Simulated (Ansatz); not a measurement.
## One elementary step

Start structure (SnH5SF, singlet), relaxed at PBE0-D4/def2-TZVP:

Sn1  (-1.087, -0.869, 0.010)
F2  (0.489, -0.948, 1.136)
H3  (-0.545, -1.254, -1.551)
H4  (-2.094, -2.060, 0.695)
H5  (-1.692, 0.706, 0.199)
H6  (1.823, 0.551, 0.228)
S7  (1.769, 1.452, -0.769)
H8  (1.336, 2.421, 0.052)
(Å)

The step: SnH₃F ([F][SnH3]) + H₂S → SnH₄S ([SH][SnH3]) + HF; bonds formed: Sn1–S7, F2–H6; bonds broken: Sn1–F2, H6–S7. Program: Ansatz 0.2.0. Basis: def2-TZVPP and def2-QZVPP. Cores are frozen in the correlated methods. Filled d shells of the heavier atoms are correlated. Core potentials replace the inner electrons of the atoms past krypton. The def2 sets are not built for correlating such inner shells, so the correlated values are less sure here. Extrapolation: Hartree–Fock as exp(−7.88 √X), correlation as X^−2.97. Energies below are by CCSD(T) at an estimated basis limit (MP2 extrapolated from triple and quadruple zeta, plus CCSD(T) − MP2 in triple zeta).

(1) What are the electronic barrier and the energy of the step, from the start structure to the end structure? (To be estimated.)

The T1 diagnostic stays at or below 0.014.

Results:

(1) The calculation gives: Barrier 0.874 eV; step energy -0.183 eV (downhill); reverse barrier, their difference, 1.057 eV. Barrier and step energy count from the start structure, the reverse barrier from the end structure.

The saddle point: One imaginary mode of 599i cm⁻¹.
```csv
pair,start (Å),saddle (Å),end (Å)
Sn1–S7,3.76,2.76,2.43
F2–H6,2.20,1.17,0.94
Sn1–F2,1.94,2.19,3.56
H6–S7,1.35,1.60,2.17
```

Zero-point energy (harmonic, PBE0-D4): ZPE is 1.063 eV at the start and 1.027 eV at the saddle, so the barrier goes from 0.874 to 0.837 eV.

Exchanges of this kind with a chalcogen hydride build sulfide and selenide films.

Labels in which every atom is bracketed show which atoms are joined, not bond orders.

For scale, one of the runs: CCSD(T)/def2-TZVPP, 193 basis functions, launched by `ansatz run in.yaml --threads 4 --pin off --events-out ev --progress --plain --max-ram 9574MiB`. The run took 66 s on 4 CPU threads of an Arm Neoverse V2 (shared host), with 2.4 GiB of host memory at its peak.
